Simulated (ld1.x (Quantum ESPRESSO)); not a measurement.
**What one change does to a pseudopotential (tin, RRKJ)**

- Element: tin (Sn)
- Generator: ld1.x (Quantum ESPRESSO) 7.5
- Type: norm-conserving RRKJ (Kleinman–Bylander form)
- Functional: PBE
- Relativity: scalar-relativistic
- Frozen core: [Kr] 4d10
- Valence charge: 4
- Reference configuration: 5s1.75 5p2.25
- Partial waves: 5s (bound): rc 2.10 bohr; 5p (bound): rc 2.25 bohr
- Local potential: the p channel
- Core correction: Bessel-smoothed model core inside 1.35 bohr
- rho0: 0.005

Change: wave 5p (bound): rc 2.25 bohr becomes 5p (bound): rc 3.38 bohr.

Cutoffs: the cutoffs (Ry, on a coarse ladder) from which the occupation-weighted sum of valence levels, in a spherical-Bessel basis at the reference potential, stays within 10 and 1 mRy of its value at 400 Ry; they do not see the model core or the augmentation charge, which bear on the density cutoff. Errors are all-electron minus pseudo energies relative to the spin-unpolarised reference configuration.

Question: Predict the effect on cutoff, ghosts and configuration errors.

Answer: The potential gets neither clearly harder nor softer (30 Ry and 40 Ry → 30 Ry and 40 Ry); a bound ghost appears in s, which as a rule spoils a file; the number of tests that count goes from 7 to 3; of the 3 tests that both files solve, the error grows in 2 and shrinks in 1 by more than 15 % and 0.3 meV (median size 7.9 → 12.7 meV).

```tsv
quantity	base	changed
cutoff, loose	30 Ry	30 Ry
cutoff, tight	40 Ry	40 Ry
loose cutoff by channel (10 mRy a level)	s 25 Ry, p 6 Ry	s 30 Ry, p 6 Ry
bound ghosts	none	s
tests counted (converged, no solver errors)	7 of 7	3 of 7
error for 5s2 5p1, meV [ΔE 5.15 eV]	-5.2	-36
error for 5s1 5p3, meV [ΔE 5.26 eV]	-7.9	-13
error for 5s0 5p4, meV [ΔE 12.46 eV]	-43	+0.2
```

Changed file: Tests not counted: 5s2 5p2 (solver errors, printed error -17.1 eV); 5s2 5p0 (solver errors, printed error -8.2 eV); 5s1 5p0 (solver errors, printed error -6.2 eV); 5s2 5p2.3 (solver errors, printed error -44.3 eV). A true bound ghost makes a file unfit for plane-wave use even where its test errors are small: the radial tests pick states by their node count and pass the ghost by. Where a test does run into it, the solver fails or the error is huge.
